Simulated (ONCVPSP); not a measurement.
# Cutoff test, rhenium, ONCV

Re, optimised norm-conserving Vanderbilt (ONCV), made with ONCVPSP 4.0.1 (PBE, scalar-relativistic). Core [Kr] 4d10 4f14, reference 5s2 5p6 5d5 (charge +2). Waves: 5s: rc 1.15 bohr, ncon 4, nbas 7, qcut 6.2 1/bohr, 3 projectors, debl 1.5 Ha; 5p: rc 1.35 bohr, ncon 4, nbas 8, qcut 6.5 1/bohr, 2 projectors, debl 3.9 Ha; 5d: rc 2.15 bohr, ncon 5, nbas 10, qcut 7 1/bohr, 2 projectors, debl 2.2 Ha. Local part: polynomial inside 1.10 bohr (lpopt 3, dvloc0 3 Ha). Core correction: polynomial model core, fcfact 0.15.

In the s channel the program set the typed energies aside and used -3.744, 0.250, 1.750 Ha.

**Question.** For each optimised wave give the share of its norm inside rc, the residual kinetic energy above qcut (Ha) and the cutoffs (Ha) for errors of 10, 1, 0.1 and 0.01 mHa per electron.

**Answer.**

```json
{"wave": "5s", "norm inside rc": "0.666", "residual KE": "2.6e-02", "10 mHa": "35.5", "1 mHa": "83.8", "0.1 mHa": "99.2", "0.01 mHa": "139.4"}
{"wave": "s projector 2", "norm inside rc": "0.027", "residual KE": "5.0e-03", "10 mHa": "17.1", "1 mHa": "35.8", "0.1 mHa": "76.5", "0.01 mHa": "100.0"}
{"wave": "s projector 3", "norm inside rc": "0.022", "residual KE": "7.3e-03", "10 mHa": "18.3", "1 mHa": "38.7", "0.1 mHa": "80.8", "0.01 mHa": "139.2"}
{"wave": "5p", "norm inside rc": "0.679", "residual KE": "3.3e-03", "10 mHa": "16.1", "1 mHa": "57.1", "0.1 mHa": "109.2", "0.01 mHa": "142.1"}
{"wave": "p projector 2", "norm inside rc": "0.038", "residual KE": "1.6e-03", "10 mHa": "9.4", "1 mHa": "23.0", "0.1 mHa": "61.7", "0.01 mHa": "116.8"}
{"wave": "5d", "norm inside rc": "0.745", "residual KE": "3.0e-07", "10 mHa": "12.0", "1 mHa": "15.8", "0.1 mHa": "18.9", "0.01 mHa": "21.4"}
{"wave": "d projector 2", "norm inside rc": "0.118", "residual KE": "7.5e-07", "10 mHa": "12.2", "1 mHa": "16.0", "0.1 mHa": "19.2", "0.01 mHa": "21.9"}
```

The occupied waves need 84 Ha and 109 Ha for 1 and 0.1 mHa.
